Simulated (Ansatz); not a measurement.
Calculated with Ansatz (gas phase, PBE0-D4/def2-TZVP geometries, no zero-point term in ΔE). CCSD(T)/CBS adds triple-zeta CCSD(T) − MP2 to the extrapolated MP2 energy (def2 sets, frozen cores). This one scheme is used for every species. Functionals use def2-TZVPP. B3LYP here is the variant with VWN-RPA as its local correlation; programs differ in this. HSE06 is defined as in plane-wave codes. For Br, Ge outer-core shells are correlated without core-valence functions, which leaves a few kJ/mol of doubt a bond. Scalar relativity is left out up to krypton. One conformer a species, not always the lowest.

Reaction (formal hydrolysis of a Ge–Br bond): `[F][Ge]([F])([F])[Br]` + H₂O → `[OH][Ge]([F])([F])[F]` + HBr

`[F][Ge]([F])([F])[Br]`:

Cartesian coordinates in Å:
```
F 0.468 -0.003 1.664
Ge -0.049 0.026 0.044
F -1.497 -0.862 -0.038
F -0.427 1.641 -0.334
Br 1.506 -0.802 -1.335
```

H₂O:

```xyz
3

O    -0.321   -0.030    0.218
H     0.591   -0.103    0.508
H    -0.270    0.134   -0.726
```

`[OH][Ge]([F])([F])[F]`:

Z-matrix (Å, degrees):
```
Ge
F 1 1.694
F 1 1.703 2 108.5
O 1 1.728 2 108.1 3 122.5
F 1 1.704 2 108.6 3 -115.0
H 4 0.962 1 113.9 2 179.0
```

HBr:

Cartesian coordinates in Å:
```
Br -0.479 -0.275 0.446
H 0.479 0.275 -0.446
```

| level | ΔE (kJ/mol) | difference from CCSD(T)/CBS |
| --- | --- | --- |
| LDA (SPW92) | 30.9 | -1.2 |
| PBE-D4 | 38.3 | 6.2 |
| revPBE-D4 | 38.5 | 6.4 |
| BLYP-D4 | 34.4 | 2.3 |
| r2SCAN-D4 | 32.1 | 0.0 |
| B97M-V | 29.7 | -2.4 |
| PBE0-D4 | 37.0 | 4.9 |
| B3LYP-D4 | 33.5 | 1.4 |
| r2SCANh-D4 | 32.3 | 0.2 |
| r2SCAN0-D4 | 32.5 | 0.4 |
| BHLYP-D4 | 32.4 | 0.3 |
| CAM-B3LYP-D4 | 26.9 | -5.2 |
| ωB97X-V | 29.1 | -3.0 |
| B2PLYP | 28.0 | -4.1 |
| PBE-QIDH | 31.4 | -0.7 |
| PBE | 36.2 | 4.1 |
| revPBE | 36.9 | 4.8 |
| BLYP | 30.5 | -1.6 |
| r2SCAN | 31.8 | -0.3 |
| PBE0 | 35.1 | 3.0 |
| B3LYP | 29.9 | -2.2 |
| r2SCAN0 | 31.9 | -0.2 |
| HSE06 | 35.2 | 3.1 |
| BHLYP | 27.6 | -4.5 |
| CAM-B3LYP | 24.7 | -7.4 |
| LC-ωPBE | 28.1 | -4.0 |
| RPA@PBE/def2-TZVPP | 22.5 | -9.6 |
| HF/def2-SVP | 18.1 | -14.0 |
| MP2/def2-SVP | 15.6 | -16.5 |
| CCSD(T)/def2-SVP | 14.7 | -17.4 |
| HF/def2-TZVPP | 22.3 | -9.8 |
| MP2/def2-TZVPP | 28.3 | -3.8 |
| CCSD/def2-TZVPP | 23.9 | -8.2 |
| CCSD(T)/def2-TZVPP | 24.9 | -7.2 |
| HF/def2-QZVPP | 22.0 | -10.1 |
| MP2/def2-QZVPP | 32.3 | 0.2 |
| SCS-MP2/def2-QZVPP | 28.0 | -4.1 |
| HF/CBS(def2) | 22.0 | -10.1 |
| MP2/CBS(def2) | 35.5 | 3.4 |
| CCSD/CBS(def2) | 31.1 | -1.0 |
| CCSD(T)/CBS | 32.1 | 0 |

Largest T1 diagnostic among the species: 0.012.

Leaving LDA and LC-ωPBE aside and taking each functional with its dispersion term where it has one, the values spread over 11.5 kJ/mol, from CAM-B3LYP-D4 to revPBE-D4. LDA lies −5.3 kJ/mol from PBE without D4. At CCSD(T), def2-SVP lies −17.4 kJ/mol from the extrapolated value and def2-TZVPP −7.2 kJ/mol.
